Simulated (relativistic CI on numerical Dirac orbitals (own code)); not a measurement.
## How well does a small relativistic CI reproduce K4+?

Computed by Dirac-Coulomb-Breit CI, orbitals from a KLI potential per configuration, a model potential for QED, valence Slater integrals scaled by 0.85, P86 correlation energy added to each configuration (own radial code, finite nucleus).

CI space (outside the closed core [Ne]): 3s²3p³, 3s3p⁴, 3s²3p²3d, 3p⁵, 3s3p³3d, 3s²3p²4s, 3s²3p²4p, 3p⁴3d, 3s²3p²4d, 3s3p²3d², 3s²3p²4f, 3s²3p²5s, 3s²3p²5p, 3s3p³4s, 3s²3p²5d, 3s²3p²5f, 3s²3p²6s, 3s²3p²5g, 3s3p³4p, 3s²3p²6p, 3s²3p²6d, 3s3p³4d, 3s3p³4f, 3s3p³5s, 3s²3p3d4p, 3s3p³5p, 3s3p³5d, 3s3p³5f, 3s3p³6s, 3s3p³5g, 3p⁴4s, 3s3p³6p, 3s²3p3d², 3s²3d³, 3s3p3d³, 3s²3d²4s, 3s²3d²4p, 3s²3d²4d, 3p³3d², 3p²3d³, 3p²3d²4s, 3p²3d²4p, 3p²3d²4d, 3s²3p3d4s, 3s3p3d²4s, 3s²3d4s², 3s²3d4s4p, 3s²3d4s4d, 3s²3p4s², 3s3p3d4s², 3s²4s²4p, 3s²4s²4d. Double excitations out of closed p, d and f shells are left out; levels of such configurations are missing from the list, as are those of other unlisted configurations, and high levels can miss mixing partners. These lack a partner that the ground configuration has and come out too high: 3s²3p²4f, 3s²3p²5s, 3s²3p²5p, 3s²3p²5d, 3s²3p²5f.

```csv
Configuration,Term (tabulated),J,Measured (cm⁻¹),Computed,Error,Purity (%)
3s²3p³,4S°,3/2,0.0,0,0,97
3s²3p³,2D°,3/2,24012.5,23402,-611,95
3s²3p³,2D°,5/2,24249.6,23652,-598,97
3s²3p³,2P°,1/2,39758.1,38043,-1715,96
3s²3p³,2P°,3/2,40080.2,38382,-1698,94
3s3p⁴,4P,5/2,136636.5,140701,4064,88
3s3p⁴,4P,3/2,138037.5,142091,4053,88
3s3p⁴,4P,1/2,138804.1,142848,4044,87
3s3p⁴,2D,3/2,169579.5,172888,3308,75
3s3p⁴,2D,5/2,169705.8,173010,3304,75
3s²3p²3d,2P,3/2,194805.1,198683,3878,55
3s3p⁴,2S,1/2,205799.9,206239,439,77
3s²3p²3d,4F,3/2,206720.0,217981,11261,96
3s²3p²3d,4F,5/2,207165.0,218483,11318,96
3s²3p²3d,4D †,5/2,222366.0,224976,2610,73
3s²3p²3d,4D †,3/2,222711.0,224988,2277,96
3s²3p²3d,4P,5/2,257865.0,260958,3093,85
3s²3p²3d,4P,3/2,259276.0,261759,2483,85
3s²3p²3d,4P,1/2,259726.0,262205,2479,85
3s²3p²3d,2D †,5/2,280585.0,268614,-11971,92
3s²3p²3d,2D †,3/2,281035.0,266724,-14311,92
3s²3p²4s,4P,1/2,336628.0,346844,10216,97
3s²3p²4s,4P,3/2,337645.0,347895,10250,97
3s²3p²4s,4P,5/2,339172.0,349421,10249,97
3s²3p²4s,2P,1/2,343740.0,354325,10585,96
3s²3p²4s,2P,3/2,345540.0,356158,10618,95
3s²3p²4s,2D,5/2,357012.0,367628,10616,97
3s²3p²4s,2D,3/2,357050.0,367672,10622,96
3s²3p²4s,2S,1/2,380994.0,380629,-365,94
```

Measured levels from Sansonetti, J. Phys. Chem. Ref. Data 37, 7 (2008); pairs were made by configuration, J and term (by order where the table uses no LS term), so strongly mixed levels may be paired wrongly.

Mean error by configuration (cm⁻¹): 3s²3p³ -1156; 3s3p⁴ 3202; 3s²3p²3d 5752; 3s²3p²4s 9099. Over the excited levels the mean absolute error is 5495 cm⁻¹ (28 of the 38 excited levels that our extract of the source holds in range could be paired, and the others can miss by more), and the median relative error of those above 1,000 cm⁻¹ is 3 %. † marks terms whose computed intervals miss the measured ones by more than a factor of 2.5, or configurations far off the rest, from wrong mixing, a near crossing or a doubtful label or measurement; they are left out of the means.
